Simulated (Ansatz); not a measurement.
Consider the ligand exchange at a Ge–C bond: `[OH][GeH2][CH2][SiH3]` + `N[SiH3]` → `[OH][GeH2][NH][SiH3]` + `C[SiH3]`.

Computed with Ansatz on PBE0-D4/def2-TZVP structures; ΔE is electronic, products minus reactants. CBS: MP2 limit from def2 TZ/QZ plus the TZ coupled-cluster correction, frozen cores. This one scheme is used for every species. DFT in def2-TZVPP. For Ge outer-core shells are correlated without core-valence functions, which leaves a few kJ/mol of doubt a bond. Scalar relativity is left out up to krypton. One conformer a species, not always the lowest.

`[OH][GeH2][CH2][SiH3]`:

```xyz
12

O    -1.425    1.845    0.242
Ge   -1.466    0.179   -0.395
C     0.352   -0.379   -0.847
Si    1.482   -0.497    0.635
H    -0.924    1.917    1.057
H    -2.369    0.281   -1.631
H    -2.068   -0.771    0.664
H     0.747    0.347   -1.564
H     0.306   -1.350   -1.350
H     1.033   -1.597    1.531
H     1.438    0.773    1.415
H     2.895   -0.748    0.242
```

`N[SiH3]`:

```xyz
7

N     0.688    0.267    0.771
Si   -0.429   -0.264   -0.425
H     0.396    0.941    1.460
H     1.654    0.408    0.522
H    -1.687   -0.651    0.264
H    -0.787    0.736   -1.475
H     0.166   -1.437   -1.117
```

`[OH][GeH2][NH][SiH3]`:

Cartesian coordinates in Å:
```
O 1.899 -0.870 -1.533
Ge 1.432 -0.199 0.048
N -0.134 0.739 -0.078
Si -1.690 0.307 0.515
H 1.231 -1.456 -1.897
H 2.603 0.731 0.380
H 1.182 -1.320 1.069
H -0.062 1.594 -0.612
H -2.241 1.327 1.449
H -2.687 0.131 -0.578
H -1.534 -0.983 1.236
```

`C[SiH3]`:

Cartesian coordinates in Å:
```
C -0.736 -0.186 -0.632
Si 0.658 0.167 0.565
H -0.442 -0.951 -1.354
H -1.010 0.715 -1.184
H -1.621 -0.543 -0.101
H 1.032 -1.063 1.315
H 0.255 1.207 1.550
H 1.863 0.654 -0.160
```

| level | ΔE (kcal/mol) |
| --- | --- |
| PBE | -7.5 |
| HF/CBS(def2) | -10.8 |

What does CCSD(T)/CBS give? (Estimate.)

The calculation gave: -7.9 kcal/mol. The listed levels differ from it by 0.4, -2.9 kcal/mol.

Largest T1 diagnostic among the species: 0.012.

In def2-TZVPP, CCSD(T) changes the Hartree–Fock value by +2.2 kcal/mol (the triples alone add +0.1 kcal/mol) and MP2 by +2.2 kcal/mol.
